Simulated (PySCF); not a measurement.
GeH₂⁺ + 2 Cl₂ → GeCl₂⁺ + 2 HCl

Level: PBE0 in the def2-TZVP basis family, all electrons, no relativity, computed in PySCF with density fitting; open shells unrestricted.

| species | state and structure | ZPE (kJ/mol) | H(298 K) − H(0) (kJ/mol) | S° (J/(mol K)) |
| --- | --- | --- | --- | --- |
| GeH₂⁺ | doublet, C2v, Ge–H 1.552 Å (×2); H–Ge–H 120.9° | 29.6 | 10.1 | 224.7 |
| Cl₂ | singlet, D∞h, Cl–Cl 1.982 Å | 3.5 | 9.1 | 222.5 |
| GeCl₂⁺ | doublet, C2v, Ge–Cl 2.075 Å (×2); Cl–Ge–Cl 120.7° | 6.4 | 13.0 | 298.6 |
| HCl | singlet, C∞v, H–Cl 1.279 Å | 17.9 | 8.7 | 186.6 |

(1) Is the gas-phase reaction uphill or downhill in electronic energy at this level, and by how much?

(2) Add zero-point, thermal and entropy terms for 298.15 K and 1 bar.

## Answers

(1) At PBE0/def2-TZVP, ΔE = -510.3 kJ/mol, downhill. 

(2) ΔZPE = 5.6 and Δ[H(298) − H(0)] = 2.1 kJ/mol give ΔH° = -502.6 kJ/mol. ΔS° = 2.1 J/(mol K), so ΔG° = -502.6 − 298.15 × (0.0021) = -503 kJ/mol.

Only the bonding shown was studied: isomers, or loss of a ligand pair, can lie lower.
